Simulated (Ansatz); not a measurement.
Reaction (substitution at a C–C bond): `NCC=C=O` + H₂Te → `O=C=C[TeH]` + CH₃NH₂

Calculated with Ansatz (gas phase, PBE0-D4/def2-TZVP geometries, no zero-point term in ΔE). CBS: MP2 limit from def2 TZ/QZ plus the TZ coupled-cluster correction, frozen cores. DFT in def2-TZVPP. B3LYP here is the variant with VWN-RPA as its local correlation; programs differ in this. HSE06 is defined as in plane-wave codes. Elements past krypton have def2 core potentials. For Te outer-core shells are correlated without core-valence functions, which leaves a few kJ/mol of doubt a bond. Each species was taken in one conformer, which may not be the lowest.

```csv
level,ΔE (kJ/mol),difference from CCSD(T)/CBS
PBE-D4,-18.2,1.3
BLYP-D4,-20.7,-1.2
r2SCAN-D4,-17.2,2.3
B97M-V,-17.0,2.5
PBE0-D4,-16.1,3.4
B3LYP-D4,-18.5,1.0
r2SCANh-D4,-16.5,3.0
r2SCAN0-D4,-15.4,4.1
HSE06-D4,-16.5,3.0
BHLYP-D4,-17.0,2.5
CAM-B3LYP-D4,-12.7,6.8
ωB97X-V,-14.1,5.4
ωB97M-V,-14.7,4.8
B2PLYP,-19.1,0.4
PBE,-17.6,1.9
revPBE,-20.6,-1.1
BLYP,-19.3,0.2
r2SCAN,-17.4,2.1
PBE0,-15.6,3.9
B3LYP,-16.9,2.6
r2SCANh,-16.6,2.9
r2SCAN0,-15.5,4.0
HSE06,-15.9,3.6
BHLYP,-13.9,5.6
CAM-B3LYP,-11.9,7.6
LC-ωPBE,-13.4,6.1
RPA@PBE/def2-TZVPP,-17.5,2.0
HF/def2-SVP,-0.7,18.8
MP2/def2-SVP,-5.8,13.7
CCSD/def2-SVP,2.1,21.6
CCSD(T)/def2-SVP,0.7,20.2
HF/def2-TZVPP,-11.8,7.7
SCS-MP2/def2-TZVPP,-21.8,-2.3
CCSD/def2-TZVPP,-13.8,5.7
CCSD(T)/def2-TZVPP,-16.0,3.5
HF/def2-QZVPP,-12.7,6.8
MP2/def2-QZVPP,-26.0,-6.5
SCS-MP2/def2-QZVPP,-23.8,-4.3
HF/CBS(def2),-12.8,6.7
MP2/CBS(def2),-27.2,-7.7
CCSD(T)/CBS,-19.5,0
```

Largest T1 diagnostic among the species: 0.014.

Leaving LDA and LC-ωPBE aside and taking each functional with its dispersion term where it has one, the values spread over 8.0 kJ/mol, from BLYP-D4 to CAM-B3LYP-D4. LDA lies +11.4 kJ/mol from PBE without D4. In def2-TZVPP, CCSD(T) changes the Hartree–Fock value by −4.3 kJ/mol (the triples alone add −2.3 kJ/mol) and MP2 by −11.9 kJ/mol.
